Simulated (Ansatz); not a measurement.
Two isomers of C3H11BSi: A = `CCB(C)[SiH3]`, B = `CBC[SiH2]C`.

Computed with Ansatz on PBE0-D4/def2-TZVP structures; ΔE is electronic, products minus reactants. CCSD(T)/CBS is the MP2 limit (def2-TZVPP, def2-QZVPP) plus CCSD(T) − MP2 in def2-TZVPP, frozen cores. Functionals use def2-TZVPP. B3LYP here is the variant with VWN-RPA as its local correlation; programs differ in this. One conformer a species, not always the lowest.

Which is lower in electronic energy at CCSD(T)/CBS, and by how much? (An estimate is asked.)

Ansatz gave: B, by 86.0 kJ/mol.

Give E(B) − E(A) in kJ/mol with B3LYP-D4, B3LYP, HF/def2-TZVPP, CCSD/def2-TZVPP, PBE-D4, MP2/def2-TZVPP, B2PLYP. (An estimate is asked.)

Ansatz gave: B3LYP-D4 -83.2, B3LYP -85.0, HF/def2-TZVPP -87.8, CCSD/def2-TZVPP -84.2, PBE-D4 -77.5, MP2/def2-TZVPP -92.6, B2PLYP -87.9. None reverses the order clearly.

Largest T1 diagnostic: 0.011.

From PBE to PBE0 (25 % exact exchange), in def2-TZVPP and without D4, E(B) − E(A) moves by −3.6 kJ/mol.
